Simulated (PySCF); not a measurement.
GeI3, charge +2, doublet, at a GFN2-xTB geometry of the parent state (a state made from the parent by changing its charge; the spin is typed, not shown lowest) (core potentials on I); PySCF with DF-PBE/def2-SVP.

Input for PySCF:
```python
from pyscf import gto, scf, dft

mol = gto.Mole()
mol.atom = '''
    I     2.25206705   -0.94421030   -0.11161709
    Ge   -0.01119006    0.00978107    0.77507200
    I    -1.93899559   -1.47944112   -0.16537093
    I    -0.30631520    2.41774587   -0.19097999
'''
mol.basis = 'def2-svp'
mol.ecp = {'I': 'def2-svp'}
mol.charge = 2
mol.spin = 1
mol.verbose = 4
mol.build()

mf = dft.UKS(mol)
mf.xc = 'pbe'
mf = mf.density_fit(auxbasis='def2-universal-jkfit')
mf.kernel()
mf.analyze()
```

The log (banner, timings and long lists left out):

```
PySCF version 2.14.0

[INPUT] verbose = 4
[INPUT] num. atoms = 4
[INPUT] num. electrons = 105
[INPUT] charge = 2
[INPUT] spin (= nelec alpha-beta = 2S) = 1
[INPUT] symmetry False subgroup None
[INPUT] Mole.unit = angstrom
[INPUT] Symbol           X                Y                Z      unit          X                Y                Z       unit  Magmom
[...]
nuclear repulsion = 721.183314367695
number of shells = 42
number of NR pGTOs = 257
number of NR cGTOs = 110
basis = def2-svp
ecp = {'I': 'def2-svp'}

******** <class 'pyscf.df.df_jk.DFUKS'> ********
method = DFUKS
initial guess = minao
damping factor = 0
level_shift factor = 0
DIIS = <class 'pyscf.scf.diis.CDIIS'>
diis_start_cycle = 1
diis_space = 8
diis_damp = 0
SCF conv_tol = 1e-09
SCF conv_tol_grad = None
SCF max_cycles = 50
direct_scf = False
number electrons alpha = 53  beta = 52
XC library pyscf.dft.libxc version 7.1.2
    S. Lehtola, C. Steigemann, M. J. T. Oliveira, and M. A. L. Marques,  SoftwareX 7, 1–5 (2018)
XC functionals = pbe
    J. P. Perdew, K. Burke, and M. Ernzerhof,  Phys. Rev. Lett. 77, 3865 (1996)
    J. P. Perdew, K. Burke, and M. Ernzerhof,  Phys. Rev. Lett. 78, 1396 (1997)
    J. P. Perdew, K. Burke, and M. Ernzerhof,  Phys. Rev. Lett. 77, 3865 (1996)
    J. P. Perdew, K. Burke, and M. Ernzerhof,  Phys. Rev. Lett. 78, 1396 (1997)
radial grids:
    Treutler-Ahlrichs [JCP 102, 346 (1995); DOI:10.1063/1.469408] (M4) radial grids

becke partition: Becke, JCP 88, 2547 (1988); DOI:10.1063/1.454033
pruning grids: <function nwchem_prune>
grids dens level: 3
symmetrized grids: False
atomic radii adjust function: <function treutler_atomic_radii_adjust>
small_rho_cutoff = 0
Set gradient conv threshold to 3.16228e-05
tot grids = 86520
init E= -2875.44298545799

cycle= 1 E= -2963.88368732423  delta_E= -88.4  |g|= 3.85  |ddm|= 10.8
cycle= 2 E= -2953.03357804468  delta_E= 10.9  |g|= 5.41  |ddm|=   11
cycle= 3 E= -2966.43630616849  delta_E= -13.4  |g|= 1.68  |ddm|= 7.41
cycle= 4 E= -2965.1713119104  delta_E= 1.26  |g|= 2.13  |ddm|= 4.55
cycle= 5 E= -2966.36356324368  delta_E= -1.19  |g|= 1.41  |ddm|= 3.41
cycle= 6 E= -2967.88736991081  delta_E= -1.52  |g|= 0.896  |ddm|= 3.34
cycle= 7 E= -2968.61219173191  delta_E= -0.725  |g|= 0.383  |ddm|= 2.46
cycle= 8 E= -2967.55967886623  delta_E= 1.05  |g|= 0.907  |ddm|= 2.49
cycle= 9 E= -2968.55093224159  delta_E= -0.991  |g|= 0.437  |ddm|=  2.2
cycle= 10 E= -2968.73508389703  delta_E= -0.184  |g|= 0.215  |ddm|=  1.2
[...]
SCF not converged.
Total Energy =                       -2968.789198483411383
[...]
spin_pop of  1 Ge 3dxz      0.00001
spin_pop of  1 Ge 3dx2-y2    0.00001
spin_pop of  1 Ge 4dxy     -0.00102
spin_pop of  1 Ge 4dyz     -0.00014
spin_pop of  1 Ge 4dz^2     0.00019
spin_pop of  1 Ge 4dxz     -0.00015
spin_pop of  1 Ge 4dx2-y2   -0.00101
spin_pop of  1 Ge 5dxy     -0.00160
spin_pop of  1 Ge 5dyz     -0.00009
spin_pop of  1 Ge 5dz^2     0.00052
spin_pop of  1 Ge 5dxz     -0.00012
spin_pop of  1 Ge 5dx2-y2   -0.00160
spin_pop of  2 I 4s       -0.00000
spin_pop of  2 I 5s        0.00025
spin_pop of  2 I 6s       -0.00007
spin_pop of  2 I 7s        0.00007
spin_pop of  2 I 4px       0.00000
spin_pop of  2 I 4py       0.00203
spin_pop of  2 I 4pz       0.00345
spin_pop of  2 I 5px       0.00104
spin_pop of  2 I 5py       0.00030
spin_pop of  2 I 5pz       0.00051
spin_pop of  2 I 6px       0.00131
spin_pop of  2 I 6py       0.12222
spin_pop of  2 I 6pz       0.21031
spin_pop of  2 I 7px       0.01078
spin_pop of  2 I 7py       0.00143
spin_pop of  2 I 7pz       0.00231
spin_pop of  2 I 4dxy     -0.00058
spin_pop of  2 I 4dyz     -0.00042
spin_pop of  2 I 4dz^2    -0.00044
spin_pop of  2 I 4dxz     -0.00080
spin_pop of  2 I 4dx2-y2    0.00005
spin_pop of  2 I 5dxy      0.00055
spin_pop of  2 I 5dyz      0.00041
spin_pop of  2 I 5dz^2     0.00040
spin_pop of  2 I 5dxz      0.00069
spin_pop of  2 I 5dx2-y2   -0.00024
spin_pop of  3 I 4s       -0.00000
spin_pop of  3 I 5s        0.00021
spin_pop of  3 I 6s       -0.00011
spin_pop of  3 I 7s        0.00008
spin_pop of  3 I 4px       0.00000
spin_pop of  3 I 4py       0.00532
spin_pop of  3 I 4pz       0.00016
spin_pop of  3 I 5px       0.00103
spin_pop of  3 I 5py       0.00079
spin_pop of  3 I 5pz       0.00002
spin_pop of  3 I 6px       0.00130
spin_pop of  3 I 6py       0.32609
spin_pop of  3 I 6pz       0.00618
spin_pop of  3 I 7px       0.01066
spin_pop of  3 I 7py       0.00347
spin_pop of  3 I 7pz       0.00027
spin_pop of  3 I 4dxy     -0.00027
spin_pop of  3 I 4dyz     -0.00042
spin_pop of  3 I 4dz^2    -0.00075
spin_pop of  3 I 4dxz     -0.00076
spin_pop of  3 I 4dx2-y2    0.00005
spin_pop of  3 I 5dxy      0.00020
spin_pop of  3 I 5dyz      0.00042
spin_pop of  3 I 5dz^2     0.00076
spin_pop of  3 I 5dxz      0.00055
spin_pop of  3 I 5dx2-y2   -0.00013
In total            53.00000 | 52.00000

WARN: System has nonzero charge 2; the dipole moment is origin-dependent.
Location of origin: [0. 0. 0.]

Dipole moment(X, Y, Z, Debye): -0.00445, -0.00142,  0.29855
```

The run did not converge; its last values are not results.
